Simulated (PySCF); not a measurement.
CH6N2OSi.
Cartesian coordinates in Å at the PBE0-D3(BJ)/def2-SVP level; atoms count from 1:
```
atom  x, y, z in Å
N1    -1.6409   -1.0270   -0.2311
Si2   -1.0122    0.5673   -0.1364
N3     0.6160    0.7248    0.5895
C4     1.6493    0.0726   -0.0014
O5     1.5117   -0.6322   -0.9792
H6    -1.1618   -1.6672   -0.8581
H7    -1.9267   -1.5048    0.6168
H8    -1.8625    1.3725    0.7855
H9    -0.9564    1.1488   -1.5011
H10    0.8223    1.2843    1.4096
H11    2.6429    0.2298    0.4844
```

Method: TDDFT CAM-B3LYP/def2-SVPD, vertical, gas phase, core orbitals frozen in the response (PySCF).

Transition dipole moments from the ground state, in atomic units and in the frame of the coordinates above (overall signs are arbitrary), for the states with f of 0.002 or more among the lowest 8:

```csv
state,E (eV),μx,μy,μz
S2,6.816,0.678,-0.087,0.112
S3,7.022,0.488,-0.260,-0.212
S4,7.309,-0.035,0.217,-0.129
S5,7.562,-0.275,0.349,0.424
S6,7.855,-0.220,-0.082,-0.254
S7,8.053,-0.105,-0.311,-0.126
S8,8.258,0.415,0.121,-0.025
```

(1) What oscillator strength does each state have?

(2) Which bond between heavy atoms lies closest to the direction of the S2 transition dipole?

(3) What angle do the transition dipoles of S2 and S5 make?

(4) How is the summed strength of these states shared among x, y and z?

(5) What peak molar absorption coefficient would the strongest computed level give as a lone Gaussian band 0.3 eV wide at half height?

Results:

(1) f = (2/3) ΔE |μ|² with ΔE in hartree (27.2114 eV).

```
state  |μ|² (au)  |μ| (D)      f
   S2      0.480     1.76  0.080
   S3      0.351     1.51  0.060
   S4      0.065     0.65  0.012
   S5      0.377     1.56  0.070
   S6      0.120     0.88  0.023
   S7      0.124     0.89  0.024
   S8      0.187     1.10  0.038
```

(2) Si2–N3, at 19° from it; next N3–C4 at 43°.

(3) |cos θ| = |μa·μb| / (|μa| |μb|) = 0.40, so θ ≈ 67° (taken between 0 and 90°, since the signs are arbitrary).

(4) (2/3) Σ ΔE μα² gives 0.178 for x, 0.067 for y and 0.062 for z, 0.307 in all.

(5) ε(max) = 2.175×10⁸ f / FWHM, with the width in cm⁻¹. S2: 2.175×10⁸ × 0.0801 / 2420 ≈ 7200 L mol⁻¹ cm⁻¹.

The vertical ionisation energy (ΔSCF) is 9.84 eV, 1.59 eV above S8.

The run took 1.7 min of wall time on Arm Neoverse V1, one thread, no GPU (shared host).

One conformer stands for the species.
